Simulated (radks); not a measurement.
The nuclear charge of neutral niobium is varied continuously with 41 electrons held in [Kr] 4d4 5s1. Calculated with a radial shooting solver on a logarithmic mesh with Libxc functionals: scalar-relativistic Kohn-Sham, SCAN, spin-polarised, spherical densities, finite nucleus; open shells are filled with parallel spins first (spin-orbit coupling, left out, can overturn this in heavy ions); meta-GGA in the generalised Kohn-Sham scheme; Fermi nuclear charge, rms radius 4.324 fm. By the Hellmann-Feynman theorem dE/dZ = E(electron-nucleus)/Z, the electronic potential at the nucleus (averaged over a nucleus of fixed radius). The scalar-relativistic energy here is not variational (the density holds large components alone), so the two differ by a part that grows with Z.

Z = 40.8: E (hartree) -3775.73341; E(electron-nucleus)/Z (hartree) -222.998; HOMO 4d; e(HOMO) (eV) -2.270; <r> HOMO (bohr) 2.301
Z = 41: E (hartree) -3820.58046; E(electron-nucleus)/Z (hartree) -224.503; HOMO 4d; e(HOMO) (eV) -3.859; <r> HOMO (bohr) 2.179
Z = 41.2: E (hartree) -3865.73059; E(electron-nucleus)/Z (hartree) -226.004; HOMO 4d; e(HOMO) (eV) -5.615; <r> HOMO (bohr) 2.078
Z = 41.4: E (hartree) -3911.18162; E(electron-nucleus)/Z (hartree) -227.504; HOMO 4d; e(HOMO) (eV) -7.523; <r> HOMO (bohr) 1.990
Z = 41.6: E (hartree) -3956.93399; E(electron-nucleus)/Z (hartree) -229.002; HOMO 5s; e(HOMO) (eV) -8.982; <r> HOMO (bohr) 3.220
Z = 41.8: E (hartree) -4002.98824; E(electron-nucleus)/Z (hartree) -230.499; HOMO 5s; e(HOMO) (eV) -10.518; <r> HOMO (bohr) 3.128
Z = 42: E (hartree) -4049.34309; E(electron-nucleus)/Z (hartree) -231.995; HOMO 5s; e(HOMO) (eV) -12.130; <r> HOMO (bohr) 3.042

The central difference of E at Z = 41 is -224.993 hartree, to compare with the third column; the second derivative is -7.58 hartree.
